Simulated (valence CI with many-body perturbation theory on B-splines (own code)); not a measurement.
K6+: what the settings do

Calculated by relativistic CI+MBPT: three valence electrons over a frozen Dirac-Fock core [Ne], radial functions for each j: 6 s, 6 p, 5 d, 3 f, 1 g, with the one-electron correlation potential Σ1 (screened to all orders), the two-electron term Σ2, the three-electron term Σ3, Breit, model QED; selected single and double excitations, second order for the rest, scaled by the run's own slope (own B-spline code, finite nucleus).

Set against measurement, 28 paired levels are off by 169 cm⁻¹ on average, the worst by 371. These come from a selection out of Sansonetti, J. Phys. Chem. Ref. Data 37, 7 (2008). Levels without a partner in it may be off by more.

The reference run has the lowest level 3s2 3p 2P°_1/2 and an ionisation energy of 117.970 eV. Its largest variational space holds 3311 state functions.

Names give the largest LS component (configuration and term), which can be under half, so a name can repeat, a term be missing and a line seem to break the LS rules; names also repeat where a configuration has a term twice.

Changed runs:
A. highest l with Σ1, explicit Σ2 and valence Breit (higher l get mean screening factors) 3 → 1
B. hole-hole ladder in Σ2 on → off
C. correlating orbitals by l 3 3 3 2 1 → 6 3 2 4 3
D. size limit of the variational space 10000 → 100; second order for the rest on → off (bad on purpose)

Excitation energies of the reference run in cm⁻¹, and shifts in cm⁻¹:

```csv
Level,Reference,A,B,C,D
3s2 3p 2P°_3/2,3138,+0.5,-0.2,+0.2,+395
3s 3p2 4P_1/2,114689,-188,-28,+18,-683
3s 3p2 4P_3/2,115833,-187,-28,+18,-350
3s 3p2 4P_5/2,117572,-187,-28,+18,-376
3s 3p2 2D_3/2,151891,+293,+11,+3.4,+503
3s 3p2 2D_5/2,152061,+293,+11,+3.3,+388
3s 3p2 2S_1/2,193456,+108,+42,-21,+1582
3s 3p2 2P_1/2,206830,+540,+37,-0.7,+1294
3s 3p2 2P_3/2,208762,+548,+37,-0.4,+1983
3s2 3d 2D_3/2,250953,-3569,-60,-118,+1288
3s2 3d 2D_5/2,251076,-3588,-60,-119,+1108
3p3 2D°_3/2,297650,+355,+8.9,+15,-32
Ionisation energy (eV),117.970,-0.060,-0.008,+0.0012,-0.161
```
